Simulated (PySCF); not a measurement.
Bonds (- single, = double, # triple, : aromatic): C1=C2 1.334 Å, C2-C3 1.474 Å, C3-C4 1.547 Å, C4-C5 1.468 Å, C5-F6 1.337 Å, C5-F7 1.339 Å, C5-C3 1.486 Å. C1 carries H8, H9; C2 carries H10; C3 carries H11; C4 carries H12, H13. Stereochemistry as in C=C[C@@H]1CC1(F)F. H13 is cis to C2 on the ring; H9 is cis to C3; H12 is trans to C2 on the ring; H8 is trans to C3.

Geometry: PBE0-D3(BJ)/def2-SVP; GIAO shifts from PySCF 2.14.0 with density-fitted response routines, gas phase, non-relativistic, averaged over equivalent atoms.

At PBE0/6-31G (75 basis functions, 10 s wall time on 1 thread of an Arm Neoverse N1, shared host):
| atoms | δ (ppm) |
| --- | --- |
| C2 | 130.7 |
| C1 | 117.0 |
| C5 | 108.7 |
| C3 | 29.8 |
| C4 | 21.0 |
| F6 | -155.5 |
| F7 | -166.6 |
| H10 | 6.00 |
| H9 | 5.71 |
| H8 | 5.60 |
| H11 | 2.12 |
| H12 | 1.71 |
| H13 | 1.32 |

δ = σ(ref) − σ, references computed at the same level: TMS for $^{13}$C (199.54 ppm), $^{1}$H (32.61 ppm); $^{19}$F (177.36 ppm) vs CFCl3.

Task: What do these become at PBE0/6-311+G(2d,p)?

Result: 
```
atoms  δ at PBE0/6-311+G(2d,p)  change
   C2                    140.7   +10.0
   C1                    120.7    +3.7
   C5                    113.9    +5.2
   C3                     31.5    +1.7
   C4                     20.2    -0.8
   F6                   -146.6    +8.9
   F7                   -159.1    +7.5
  H10                     5.77   -0.23
   H9                     5.45   -0.26
   H8                     5.33   -0.27
  H11                     2.09   -0.03
  H12                     1.44   -0.27
  H13                     1.06   -0.26
```

References, each an isolated molecule treated in the same way: TMS for $^{13}$C (σ = 186.44 ppm) and $^{1}$H (σ = 31.51 ppm); $^{19}$F (σ = 174.75 ppm) against CFCl3.

The largest change is at C2 (alkene CH). Cost: 225 basis functions, 25 s wall time on 1 thread of an Arm Neoverse V2, shared host. The order of the carbon signals is the same at both levels.

Unscaled 19F shifts against computed CFCl3 carry errors that often reach 10 to 50 ppm.
